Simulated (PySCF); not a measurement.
State search for GeB

Unrestricted PBE0; PySCF, spin-free X2C with a Gaussian nucleus, basis sets Ge x2c-SVPall, B x2c-SVPall. Outer shells of the fragments: Ge 3d10 4s2 4p2; B 2s2 2p1.

Followed along the bond (rough minima from three points):

```csv
2Ms+1,unpaired,⟨S²⟩ at the start,R at minimum (Å),Te (eV)
4,"σ ↑, π ↑↑",3.75,1.98,0.00
2,"σ ↓, π ↑↑",1.77,1.99,0.35
2,"σ ↑, π ↑↓",1.76,1.99,0.40
2,σ ↑,0.78,2.01,1.09
2,π ↑,0.80,none in the scan,≤ 1.16
```

Solutions found at the starting distance of 1.975 Å, counted from the lowest of them; the search is not exhaustive and high or unbound solutions are not listed, so other states can lie among these:

```tsv
2Ms+1	unpaired	term	E (eV)	⟨S²⟩	⟨Lz²⟩	μ (D)
4	σ ↑, π ↑↑	⁴Σ⁻	0.00	3.75	0.00	-0.80
2	σ ↓, π ↑↑	mixed	0.35	1.77	0.00	-0.82
2	σ ↑, π ↑↓	mixed	0.40	1.76	2.01	-0.82
2	σ ↑	mixed	1.10	0.78	2.00	-0.79
2	π ↑	²Π	1.22	0.80	1.00	-0.68
2	π ↑	²Π	1.81	0.75	1.00	-2.58
4	π ↑↑↑	⁴Π	2.94	3.85	1.00	-0.09
4	σ ↑, π ↑↑	mixed	3.02	3.75	2.01	-0.59
```

A term symbol is given only where ⟨S²⟩ and ⟨Lz²⟩ are close to those of a pure state; real π, δ and φ orbitals otherwise mix terms. A positive dipole means Ge(−)B(+).

Spin–orbit coupling is left out.
